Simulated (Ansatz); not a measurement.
SiCl₂Br₂, SMILES Cl[Si](Cl)(Br)Br.

Coordinates come from a PBE0-D3(BJ)/def2-SVP optimisation.

Two levels are set side by side: PBE/def2-SVPD (Ansatz, a first-principles code) and PBE0/def2-SVPD (Ansatz). Energy differences of separate SCF runs at the same geometry; the states with an electron removed or added have multiplicity 2 and 2. Differences are taken from unrounded values.

| quantity | PBE |
|---|---|
| vertical ionisation energy (eV) | 10.33 |
| vertical singlet–triplet gap (eV) | 5.21 |

Task: These are the PBE values. What does PBE0 give? (An estimate is asked for; the answer gives what the named calculation found.)

Result: 
| quantity | PBE0 | PBE minus PBE0 |
|---|---|---|
| vertical ionisation energy (eV) | 10.86 | -0.52 |
| vertical singlet–triplet gap (eV) | 5.76 | -0.55 |
